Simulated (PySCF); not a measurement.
Sb(F)(OH)2 (FH2O2Sb), SMILES [OH][Sb]([OH])[F]. Atoms are numbered in the order given.

```xyz
6

Sb     0.0086    -0.0164     0.3753
F      0.9779     1.3060    -0.6871
O      0.6382    -1.6105    -0.6107
H      0.4127    -1.5857    -1.5542
O     -1.6609     0.3325    -0.6386
H     -1.4678     0.8907    -1.4096
```

The structure is a stationary point at B3LYP-D3(BJ)/def2-SVP. The def2 effective core potentials stand for the cores of Sb; spin–orbit coupling is left out. Other conformers were not sampled.

These are B3LYP/def2-TZVPD run with PySCF values and carry that method's errors.

Mulliken values depend strongly on the basis, most of all with diffuse functions as here. ESP charges are fitted to the potential on shells at 1.4 to 2.0 van der Waals radii. Atomic charges (e):

```tsv
atom	Mulliken	ESP fit
Sb1	1.44	0.83
F2	-0.58	-0.36
O3	-0.73	-0.61
H4	0.31	0.39
O5	-0.76	-0.63
H6	0.32	0.39
```
